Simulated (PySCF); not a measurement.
All values below come from PBE-D3(BJ)/def2-TZVP // B3LYP-D3(BJ)/def2-TZVP (PySCF). Gas-phase values, no solvent. One relaxed conformer stands for a flexible species; it need not be the lowest. 

Reference species (SMILES): `C1CC=[SiH]1` (neutral, multiplicity 1).

```json
{
 "LUMO": "-1.62 eV",
 "HOMO–LUMO gap": "3.38 eV"
}
```

Changed species: `C=C[SiH]=C` (C–C–Si–C torsion 14°).

### Question
Give the shifts of the LUMO and HOMO–LUMO gap.

### Answer
the LUMO falls by 0.86 eV, to -2.48 eV; the HOMO–LUMO gap drops by 0.57 eV, to 2.81 eV.
